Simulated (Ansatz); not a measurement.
```xyz
3

Nb    0.0000    0.0000    2.1160
O     0.0000    0.0000    0.0000
Cu    0.0000    1.7117   -0.6230
```

Basis set: pcseg-2 on O, Cu; def2-TZVPP on Nb (spherical functions, with the set's core potentials past Kr). Some runs use density fitting. Charge 0, multiplicity 3.

Computed with Ansatz (development build ahead of 0.2.0); each method stands on the lowest determinant of its kind that the runs found.

(1) Give the atomization energy at this shape (free ground-state atoms in the same class of orbitals less the molecule, no zero-point energy) of triplet CuNbO by PBE (unrestricted), PBE0 (unrestricted).

## Answers

(1)

| method | atomization energy |
| --- | --- |
| PBE (unrestricted) | 7.57 eV |
| PBE0 (unrestricted) | 6.30 eV |

Caution: other spin multiplicities were not run; the unrestricted determinant is spin contaminated.

The shape needn't be a minimum at these levels.
